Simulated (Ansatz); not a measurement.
Reaction (redistribution): `[SiH3][SiH2][SnH3]` + `CO[SiH2]S[SiH2]O` → `O[SiH2]S[SiH2][SiH3]` + `CO[SiH2][SnH3]`

Computed with Ansatz on PBE0-D4/def2-TZVP structures; ΔE is electronic, products minus reactants. CCSD(T)/CBS is the MP2 limit (def2-TZVPP, def2-QZVPP) plus CCSD(T) − MP2 in def2-TZVPP, frozen cores. Functionals use def2-TZVPP. B3LYP here is the variant with VWN-RPA as its local correlation; programs differ in this. def2 core potentials past Kr. For Sn outer-core shells are correlated without core-valence functions, which leaves a few kJ/mol of doubt a bond. One conformer a species, not always the lowest.

```tsv
level	ΔE (kJ/mol)	difference from CCSD(T)/CBS
PBE-D4	38.9	-0.7
r2SCAN-D4	41.5	1.9
PBE0-D4	39.5	-0.1
B3LYP-D4	38.1	-1.5
ωB97X-V	39.4	-0.2
ωB97M-V	40.7	1.1
B2PLYP	38.1	-1.5
PBE	36.7	-2.9
r2SCAN	40.9	1.3
PBE0	37.7	-1.9
B3LYP	34.6	-5.0
HF/def2-TZVPP	31.5	-8.1
MP2/def2-TZVPP	43.1	3.5
SCS-MP2/def2-TZVPP	39.7	0.1
CCSD/def2-TZVPP	39.6	0.0
CCSD(T)/def2-TZVPP	41.6	2.0
HF/def2-QZVPP	30.6	-9.0
MP2/def2-QZVPP	41.7	2.1
SCS-MP2/def2-QZVPP	38.3	-1.3
HF/CBS(def2)	30.5	-9.1
MP2/CBS(def2)	41.1	1.5
CCSD/CBS(def2)	37.6	-2.0
CCSD(T)/CBS	39.6	0
```

Largest T1 diagnostic among the species: 0.014.

The D4 term adds +3.4 kJ/mol with B3LYP and +1.8 kJ/mol with PBE0; it sums over pairs of atoms, weighted by their polarisabilities, and B3LYP, whose exchange is more repulsive, gets the larger term. In def2-TZVPP, CCSD(T) changes the Hartree–Fock value by +10.1 kJ/mol (the triples alone add +2.0 kJ/mol) and MP2 by +11.6 kJ/mol.
